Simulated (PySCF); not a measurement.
C₃H₆BNO₂, SMILES C/N=C1\COB1O. Heavy atoms are numbered as in [CH3:1]/[N:2]=[C:3]1\[CH2:4][O:5][B:6]1[OH:7]. Hydrogens are named by the atom that carries them.

Coordinates come from a PBE-D3(BJ)/def2-SVP optimisation. The structure was generated by enumeration; whether it is a known compound was not checked. Other conformers were not sampled.

Method: PBE0/pcSseg-1 run with PySCF.

GIAO shieldings, no solvent; atoms alike by connectivity are averaged. δ = σ(ref) − σ: ¹³C against TMS (σ = 186.3 ppm); ¹⁵N against NH3 (σ = 267.4 ppm); ¹⁷O against H2O (σ = 334.2 ppm); ¹¹B against BF3 (σ = 88.8 ppm); ¹H against TMS (σ = 31.56 ppm), references at their B3LYP-D3(BJ)/def2-TZVP geometries, non-relativistic.

Task: Estimate the chemical shifts. (The exact figures need the calculation; the answer reports its results.)

Result: 
```tsv
nucleus	atoms	count	δ (ppm)
¹³C	C3	1	186.7
¹³C	C4 (CH2)	1	81.1
¹³C	C1 (CH3)	1	50.8
¹⁵N	N2	1	432.5
¹⁷O	O5	1	172.5
¹⁷O	O7 (OH)	1	114.9
¹¹B	B6	1	18.0
¹H	H on C4	2	5.31
¹H	H on O7	1	4.65
¹H	H on C1	3	4.03
```
